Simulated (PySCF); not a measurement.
Static response to an electric field

Compound: GeFH3.
Cartesian coordinates in Å at the PBE0-D3(BJ)/def2-SVP level; atoms count from 1:
```
atom  x, y, z in Å
Ge1    0.000    0.001   -0.086
F2     0.009   -0.013    1.658
H3     1.469    0.009   -0.533
H4    -0.743    1.277   -0.508
H5    -0.734   -1.273   -0.531
```

Level: CAM-B3LYP/def2-SVPD (PySCF), static field, nuclei fixed, core orbitals frozen in the response. The polarisability tensor in these axes (au):

```
x   32.72  0.00 -0.02
y    0.00 32.72  0.03
z   -0.02  0.03 30.41
```

Task: Diagonalise the tensor; give its mean and Δα, where Δα² is half the sum of the squared differences of the eigenvalues.

Result: Principal values 30.41, 32.72 and 32.72 au; mean 31.95 au = 4.73 Å³ = 5.27 × 10⁻⁴⁰ C²·m²/J; Δα = 2.31 au (7 % of the mean).

Task: What is the dipole moment, and where does it point?

Result: (-0.01, 0.02, -2.32) D, 2.32 D in size, pointing from the negative to the positive side. Measured along this direction, the outermost atoms are F2 at the negative end and H3, H5 and H4 at the positive end.

Task: In TDDFT the mean static polarisability is Σ f/ω² over all singlet excitations (ω in hartree). How much of it do the 15 lowest give? Their energies (eV) and oscillator strengths: 7.84, 0.0003; 7.84, 0.0003; 8.93, 0.1558; 8.93, 0.1559; 9.43, 0.0000; 9.92, 0.0355; 9.92, 0.0355; 10.06, 0.0042; 10.32, 0.3038; 10.32, 0.3040; 10.78, 0.2153; 11.18, 0.0229; 11.18, 0.0224; 11.24, 0.2106; 11.24, 0.2117.

Result: They add up to 11.81 au, 37.0 % of the 31.95 au; the largest single term is 2.11 au, from the state at 10.32 eV. Terms in order: 0.00, 0.00, 1.45, 1.45, 0.00, 0.27, 0.27, 0.03, 2.11, 2.11, 1.37, 0.14, 0.13, 1.23, 1.24 au. Higher excitations give the rest. The strengths listed sum to 1.678.

Task: What depolarisation ratio follows for Rayleigh scattering of linearly polarised light, taking the static tensor?

Result: ρ = 3Δα²/(45ᾱ² + 4Δα²) = 16.0/(45927 + 21.3) = 0.000348.

Task: In a dilute gas of rigid molecules at 400 K, how does the orientational term μ²/3kT compare with the electronic polarisability?

Result: In Gaussian units μ²/3kT = 32.46 Å³ against 4.73 Å³, a ratio of 6.86; the Debye molar polarisation (4π/3)N_A(α + μ²/3kT) is 93.8 cm³/mol, leaving out the vibrational part.

Task: What would n − 1 = 2πNα be for an ideal gas of these molecules at 500 K and 1 atm, electronic part alone?

Result: N = p/kT = 1.4678 × 10¹⁹ cm⁻³, so n − 1 = 2π × N × 4.73 × 10⁻²⁴ cm³ = 437 × 10⁻⁶ at long wavelengths, for an ideal gas.

Task: What are the principal values of the traceless quadrupole moment, Θ = ½Σq(3rr − r²1), about the centre of nuclear charge?

Result: -3.02, 1.51, 1.51 D·Å. The values depend on the origin, since the dipole doesn't vanish. The electronic extent ⟨r²⟩ about the same centre is 162 bohr², a root-mean-square distance of 1.02 Å for the 44 electrons.

Geometry: PBE0-D3(BJ)/def2-SVP; no solvent, vibrations or thermal averaging. The calculation is non-relativistic, for germanium too.
